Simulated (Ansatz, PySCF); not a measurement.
The pair A = H2S (SMILES S) (first 3 atoms), B = CH4S (SMILES CS); geometry from B3LYP-D3(BJ)/def2-TZVP.
(charge 0, multiplicity 1):
```tsv
atom	x (Å)	y (Å)	z (Å)
S	0.5962	0.3913	0.2288
H	0.1610	0.8061	1.4381
H	-0.6388	0.0438	-0.1665
C	-0.2658	-1.2137	3.6803
S	-0.3156	0.5788	4.0115
H	0.1423	-1.7558	4.5301
H	-1.2993	-1.5208	3.5299
H	0.3014	-1.4266	2.7766
H	1.0039	0.7525	4.1922
```

Rows in 6-31G* carry no dispersion term and start afresh at each structure (6-31G* with six Cartesian d functions). MP2/6-31G* freezes PySCF's default core.

The values were computed with Ansatz (an electronic-structure program); PySCF for 6-31G* rows. 

Total energies (hartree), monomers frozen at their geometry in the pair:

| structure | HF/aug-cc-pV(D+d)Z | B3LYP/6-31G* | MP2/6-31G* |
|---|---|---|---|
| AB | -836.4363177 | -838.0863271 | -836.7439576 |
| A in the pair's basis | -398.7023122 | -399.3858339 | -398.7892770 |
| B in the pair's basis | -437.7348805 | -438.6985299 | -437.9533202 |
| A | -398.7021300 | -399.3854069 | -398.7883366 |
| B | -437.7344798 | -438.6981817 | -437.9525890 |

Question: Work out the interaction energy without and with the counterpoise correction, and the superposition error, for each level.

Answer: 
E(AB) − E(A) − E(B), times 627.509 kcal/mol, with the monomers in their own basis and then in the pair's basis:
- HF/aug-cc-pV(D+d)Z: 0.18 uncorrected, 0.55 corrected; the monomers gain 0.37 kcal/mol from borrowed functions
- B3LYP/6-31G*: -1.72 uncorrected, -1.23 corrected; the monomers gain 0.49 kcal/mol from borrowed functions
- MP2/6-31G*: -1.90 uncorrected, -0.85 corrected; the monomers gain 1.05 kcal/mol from borrowed functions
